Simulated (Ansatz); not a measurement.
`C#CC[SeH]` + H₂O → `OC[SeH]` + `C#C` at 700 K and 1 bar (formal hydrolysis of a C–C bond).

Isolated molecules relaxed with PBE0-D4/def2-TZVP in Ansatz; ΔE leaves out vibrations. CCSD(T)/CBS is the MP2 limit (def2-TZVPP, def2-QZVPP) plus CCSD(T) − MP2 in def2-TZVPP, frozen cores. This one scheme is used for every species. For Se outer-core shells are correlated without core-valence functions, which leaves a few kJ/mol of doubt a bond. Scalar relativity is left out up to krypton. Each species was taken in one conformer, which may not be the lowest.

| species | CCSD(T)/CBS energy (Eh) | H − E (kJ/mol) | S (J/(mol·K)) |
| --- | --- | --- | --- |
| `C#CC[SeH]` | -2517.19031 | 202.6 | 402.8 |
| H₂O | -76.37941 | 80.5 | 218.4 |
| `OC[SeH]` | -2516.31855 | 181.8 | 367.7 |
| `C#C` | -77.22717 | 102.1 | 244.4 |

H − E and S are ideal-gas, rigid-rotor, harmonic terms from PBE0-D4/def2-TZVP, for one conformer and one mirror image of each species. 1 Eh = 2625.50 kJ/mol, R = 8.31446 J/(mol·K).

Task: By hand: ΔE, ΔH, ΔS and ΔG.

Result: ΔE = (-2516.31855) + (-77.22717) − (-2517.19031) − (-76.37941) = 0.02400 Eh = 63.0 kJ/mol. Δ(H − E) = 181.8 + 102.1 − 202.6 − 80.5 = 0.8, so ΔH = 63.8 kJ/mol. ΔS = 367.7 + 244.4 − 402.8 − 218.4 = -9.1 J/(mol·K). ΔG = 63.8 − 700 × (-9.1)/1000 = 70.2 kJ/mol.

Task: By hand: the equilibrium constant, and the temperature at which ΔG would vanish if ΔH and ΔS stayed fixed.

Result: log₁₀ K = −ΔG/(RT ln 10) = -5.2. ΔH and −TΔS have one sign here, so there is no such temperature.

The number of gas molecules stays the same, so ΔS is small and ΔH decides. A doubt of 5 kJ/mol in ΔE shifts log₁₀ K by 0.4 here. Other conformers and mirror images would add mixing entropy, several J/(mol·K) or more a flexible species. These are equilibria of isolated gas molecules and say nothing of rates. Largest T1 diagnostic: 0.013 (customary marks: 0.02 for closed shells, 0.045 for open ones).

ΔS is within the doubt of such terms, so its sign, and with it that verdict, could turn.
